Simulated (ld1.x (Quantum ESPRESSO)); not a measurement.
## Br (Z = 35), TM: configuration errors across variants

```
Element                 : Br
Generator               : ld1.x (Quantum ESPRESSO) 7.5
Type                    : norm-conserving Troullier–Martins (Kleinman–Bylander form)
Functional              : PBE
Relativity              : scalar-relativistic
Frozen core             : [Ar] 3d10
Valence charge          : 7
Reference configuration : 4s1.5 4p5.5
Partial waves           : 4s (bound): rc 1.25 bohr; 4p (bound): rc 1.65 bohr; 4d channel at 0.05 Ry: rc 1.70 bohr
Local potential         : the d channel
Core correction         : a·sin(br)/r model core inside 1.15 bohr
```

All-electron excitation energies from the reference (eV): (1) 4s2 4p5 -6.162; (2) 4s2 4p4 6.392; (3) 4s2 4p3 29.153; (4) 4s2 4p2 63.135; (5) 4s1 4p6 6.210; (6) 4s1 4p5 19.397; (7) 4s2 4p4.5 -1.087.

Errors AE − PS in meV (a dash: test not solved or not reliable):

| change | (1) | (2) | (3) | (4) | (5) | (6) | (7) | bound ghosts |
| --- | --- | --- | --- | --- | --- | --- | --- | --- |
| base | -1.9 | -5.7 | -30 | -88 | -2.8 | -17 | -2.0 | none |
| wave 4d channel at 0.05 Ry: rc 1.70 bohr becomes 4d channel at -0.16 Ry: rc 1.70 bohr | -1.9 | -5.7 | -31 | -89 | -2.8 | -17 | -2.0 | none |
| wave 4d channel at 0.05 Ry: rc 1.70 bohr becomes 4d channel at -0.1 Ry: rc 1.70 bohr | -1.9 | -5.7 | -31 | -89 | -2.8 | -17 | -2.0 | none |
| wave 4d channel at 0.05 Ry: rc 1.70 bohr becomes 4d channel at 0.03 Ry: rc 1.70 bohr | -1.9 | -5.7 | -30 | -88 | -2.8 | -17 | -2.0 | none |
| wave 4d channel at 0.05 Ry: rc 1.70 bohr becomes 4d channel at 0.9 Ry: rc 1.70 bohr | -1.8 | -5.4 | -28 | -82 | -2.7 | -16 | -2.0 | none |
| wave 4d channel at 0.05 Ry: rc 1.70 bohr becomes 4d channel at 1.58 Ry: rc 1.70 bohr | -1.7 | -5.2 | -26 | -76 | -2.7 | -15 | -2.0 | none |
| wave 4d channel at 0.05 Ry: rc 1.70 bohr becomes 4d channel at 2.85 Ry: rc 1.70 bohr | -1.6 | -4.6 | -22 | -65 | -2.5 | -12 | -2.0 | none |
| wave 4d channel at 0.05 Ry: rc 1.70 bohr becomes 4d channel at 5.1 Ry: rc 1.70 bohr | -1.0 | -1.2 | +3.5 | +4.4 | -1.9 | -0.1 | -1.8 | none |

Task: Give the same row for: wave 4d channel at 0.05 Ry: rc 1.70 bohr becomes 4d channel at 0.35 Ry: rc 1.70 bohr.

Result: -1.8, -5.6, -30, -86, -2.8, -16, -2.0; bound ghosts: none.
